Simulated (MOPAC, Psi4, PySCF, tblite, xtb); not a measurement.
Dimer C2H6 ··· BCl3 (SMILES CC and ClB(Cl)Cl) at R = 3.98 Å between the centres of mass, closest contact 2.94 Å (a higher rigid-body minimum at GFN2-xTB). Geometry in Å and degrees:

```
C
H 1 1.0918
H 1 1.0918 2 107.56
H 1 1.0918 2 107.56 3 -115.60
C 1 1.5263 2 111.32 4 -122.20
H 5 1.0918 1 111.32 2 -179.99
H 5 1.0918 6 107.56 1 -122.20
H 5 1.0918 6 107.56 7 -115.60
Cl 6 2.9354 5 129.38 7 -131.41
B 9 1.7452 6 114.28 5 4.47
Cl 10 1.7452 9 119.99 6 -93.34
Cl 10 1.7452 11 120.00 9 179.88
```

- GFN2-xTB (tblite)
- SAPT0/jun-cc-pVDZ, frozen core (Psi4)
- B3LYP/def2-TZVP, counterpoise-corrected (Psi4)
- B3LYP-D3(BJ)/def2-TZVP, counterpoise-corrected (Psi4)
- PBE/def2-TZVP, counterpoise-corrected (Psi4)
- PBE-D3(BJ)/def2-TZVP, counterpoise-corrected (Psi4)
- HF/aug-cc-pVDZ, counterpoise-corrected (Psi4)
- MP2/aug-cc-pVDZ = Psi4 with DF-MP2/aug-cc-pVDZ, frozen core, counterpoise-corrected
- SCS-MP2/aug-cc-pVDZ = Psi4 with DF-SCS-MP2/aug-cc-pVDZ, frozen core, counterpoise-corrected
- PM3, restricted, heats of formation (MOPAC)
- AM1, restricted, heats of formation (MOPAC)
- GFN1-xTB (xtb)
- RKS-B3LYP/6-31G* = PySCF 2.14.0 with restricted B3LYP/6-31G*, spherical d, no counterpoise correction
- RKS-LDA (SVWN5)/6-31G* = restricted LDA (SVWN5)/6-31G*, spherical d, no counterpoise correction run with PySCF
- RMP2/3-21G = restricted MP2 (frozen core)/3-21G, no counterpoise correction run with PySCF 2.14.0
- RKS-B3LYP/3-21G = restricted B3LYP/3-21G, no counterpoise correction (PySCF)

Task: What interaction energy does each level give?

Result: 
```json
[
 {"method": "RKS-LDA (SVWN5)/6-31G*", "E_int / kJ/mol": "-11.33"},
 {"method": "GFN2-xTB", "E_int / kJ/mol": "-7.48"},
 {"method": "B3LYP-D3(BJ)/def2-TZVP", "E_int / kJ/mol": "-7.01"},
 {"method": "PBE-D3(BJ)/def2-TZVP", "E_int / kJ/mol": "-6.80"},
 {"method": "MP2/aug-cc-pVDZ", "E_int / kJ/mol": "-5.48"},
 {"method": "GFN1-xTB", "E_int / kJ/mol": "-5.38"},
 {"method": "RMP2/3-21G", "E_int / kJ/mol": "-4.98"},
 {"method": "SAPT0/jun-cc-pVDZ", "E_int / kJ/mol": "-2.76"},
 {"method": "SCS-MP2/aug-cc-pVDZ", "E_int / kJ/mol": "-2.50"},
 {"method": "RKS-B3LYP/3-21G", "E_int / kJ/mol": "-1.33"},
 {"method": "PM3", "E_int / kJ/mol": "0.28"},
 {"method": "PBE/def2-TZVP", "E_int / kJ/mol": "0.90"},
 {"method": "AM1", "E_int / kJ/mol": "2.49"},
 {"method": "RKS-B3LYP/6-31G*", "E_int / kJ/mol": "3.19"},
 {"method": "B3LYP/def2-TZVP", "E_int / kJ/mol": "5.13"},
 {"method": "HF/aug-cc-pVDZ", "E_int / kJ/mol": "6.99"}
]
```
